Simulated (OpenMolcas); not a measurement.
Au2+ (d9) among equal point charges was computed by CASSCF with the d shell active (OpenMolcas, ANO-RCC-VDZP on the metal). Its lowest spin-free states, and all those of the highest spin:

| 2S+1 | Degeneracy | E (cm-1) |
| --- | --- | --- |
| 2 | 1 | 0.0 |
| 2 | 2 | 2639 |
| 2 | 2 | 7050 |

Q: Is the site octahedral, tetrahedral or cube-like, axial, or of lower symmetry?

A: The states with 2S+1 = 2 have orbital degeneracies 1, 2, 2. There are pairs but no triples, so the site is axial: not cubic, but with a proper or improper axis of order three or more. The run had Au2+ among 2 point charges of -1 e arranged as a linear pair (D∞h), 2.19 Å from the ion.

Spin-orbit coupling mixes the spin-free states strongly: the lowest level takes only 69 % from its leading state, 2Σ. This is an electrostatic model: the charges have no orbitals. No measured value stands beside these numbers.
